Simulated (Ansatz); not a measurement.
`[F][In]([SH])[O][SiH3]` and `[NH2][In]([SH])[O][SiH3]` differ in one atom or group.

Ansatz, PBE0-D4/def2-TZVP geometries, multiplicity 1. Each molecule was computed in one conformer, which needn't be the lowest.

Elements past krypton have def2 core potentials.

```tsv
property	`[F][In]([SH])[O][SiH3]`
HOMO energy (B3LYP/def2-TZVPP) / eV	-8.10
HOMO–LUMO gap (PBE/def2-TZVPP) / eV	3.75
HOMO energy (ωB97M-V/def2-TZVPP) / eV	-10.55
size of the dipole moment (B3LYP/def2-TZVPP) / D	2.02
HOMO–LUMO gap (B3LYP/def2-TZVPP) / eV	5.38
HOMO energy (PBE/def2-TZVPP) / eV	-7.05
```

What does the change do to each property? (An estimate is asked.)

Ansatz gave: 
```csv
property,`[NH2][In]([SH])[O][SiH3]`,shift
HOMO energy (B3LYP/def2-TZVPP) / eV,-7.36,0.74
HOMO–LUMO gap (PBE/def2-TZVPP) / eV,3.80,0.05
HOMO energy (ωB97M-V/def2-TZVPP) / eV,-9.87,0.68
size of the dipole moment (B3LYP/def2-TZVPP) / D,1.97,-0.05
HOMO–LUMO gap (B3LYP/def2-TZVPP) / eV,5.45,0.07
HOMO energy (PBE/def2-TZVPP) / eV,-6.29,0.76
```

With PBE0 the HOMO rises by 0.73 eV and the LUMO rises by 0.79 eV, so the gap widens by about 0.06 eV. PBE moves the HOMO by 0.76 eV and ωB97M-V by 0.68 eV. Dipoles are sizes alone; their direction can turn.

B3LYP here is the variant with VWN-RPA as its local correlation; programs differ in this.
